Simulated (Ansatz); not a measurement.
Reaction (hydrogenolysis of the Si–Cl bond): `F[SiH](Cl)O[SiH3]` + H₂ → `F[SiH2]O[SiH3]` + HCl

Computed with Ansatz on PBE0-D4/def2-TZVP structures; ΔE is electronic, products minus reactants. CCSD(T)/CBS adds triple-zeta CCSD(T) − MP2 to the extrapolated MP2 energy (def2 sets, frozen cores). This one scheme is used for every species. DFT in def2-TZVPP. Each species was taken in one conformer, which may not be the lowest.

```
             level  ΔE (eV)
         revPBE-D4     1.01
            B97M-V     0.98
        r2SCAN0-D4     1.00
            revPBE     0.88
           r2SCANh     1.00
RPA@PBE/def2-TZVPP     0.83
     HF/def2-TZVPP     0.79
      HF/CBS(def2)     0.79
```

What does CCSD(T)/CBS give? (An estimate is asked.)

Ansatz gave: +0.95 eV. The listed levels differ from it by 0.06, 0.03, 0.05, -0.07, 0.05, -0.12, -0.16, -0.16 eV.

Largest T1 diagnostic among the species: 0.011.

In def2-TZVPP, CCSD(T) changes the Hartree–Fock value by +0.11 eV (the triples alone add +0.04 eV) and MP2 by +0.20 eV. At CCSD(T), def2-SVP lies −0.17 eV from the extrapolated value and def2-TZVPP −0.05 eV. The D4 term adds +0.10 eV with B3LYP and +0.05 eV with PBE0; it sums over pairs of atoms, weighted by their polarisabilities, and B3LYP, whose exchange is more repulsive, gets the larger term.

B3LYP here is the variant with VWN-RPA as its local correlation; programs differ in this.
